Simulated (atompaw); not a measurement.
bismuth: one change to a PAW (atompaw) potential, before and after

Bi, PAW, made with atompaw 4.2.0.5 (PBE, scalar-relativistic). Core [Xe] 4f14 5d10, reference 6s2 6p3. Waves: 6s (bound): rc 2.15 bohr; 6s channel at 0.85 Ry: rc 2.15 bohr; 6p (bound): rc 2.15 bohr; 6p channel at 1.65 Ry: rc 2.15 bohr. Local part: bessel scheme, radius 1.75 bohr. Core correction: smooth core density matched at 1.65 bohr. Augmentation charge: besselshape compensation charge, radius 1.85 bohr; PAW radius 2.15 bohr; waves and projectors: custom rrkj gramschmidtortho.

All-electron outer shells of the reference configuration (PBE, scalar-relativistic, ld1.x):

```json
{"shell": "5p", "level (eV)": "-95.86", "outermost node (bohr)": "0.48", "outermost maximum (bohr)": "0.86"}
{"shell": "5d", "level (eV)": "-27.08", "outermost node (bohr)": "0.51", "outermost maximum (bohr)": "1.03"}
{"shell": "6s", "level (eV)": "-14.48", "outermost node (bohr)": "0.98", "outermost maximum (bohr)": "1.88"}
{"shell": "6p", "level (eV)": "-4.57", "outermost node (bohr)": "1.14", "outermost maximum (bohr)": "2.44"}
```

Change: augmentation besselshape compensation charge, radius 1.85 bohr; PAW radius 2.15 bohr; waves and projectors: custom polynom2 7 10 vanderbiltortho.

Cutoffs: the cutoffs (Ry, on a coarse ladder) from which the occupation-weighted sum of valence levels, in a spherical-Bessel basis at the reference potential, stays within 10 and 1 mRy of its value at 400 Ry; they do not see the model core or the augmentation charge, which bear on the density cutoff.

Task: What does the change do?

Result: The potential gets harder (8 Ry and 15 Ry → 10 Ry and 15 Ry); both files keep a bound ghost (d); the range in which the s phases agree narrows (upper end 4.8 → 2.6).

```tsv
quantity	base	changed
cutoff, loose	8 Ry	10 Ry
cutoff, tight	15 Ry	15 Ry
bound ghosts	d	d
s: phases at 2.16 bohr within 0.05 rad from the reference energy up to (Ry; the scan ends near 5)	4.8	2.6
p: phases at 2.16 bohr within 0.05 rad from the reference energy up to (Ry; the scan ends near 5)	to the end of the scan	to the end of the scan
lowest overlap eigenvalue by channel	s 0.37, p 0.53	s 0.07, p 0.26
```

 A true bound ghost makes a file unfit for plane-wave use even where its test errors are small: the radial tests pick states by their node count and pass the ghost by. The cutoffs see the waves, projectors and local potential, not the compensation charge or the core.
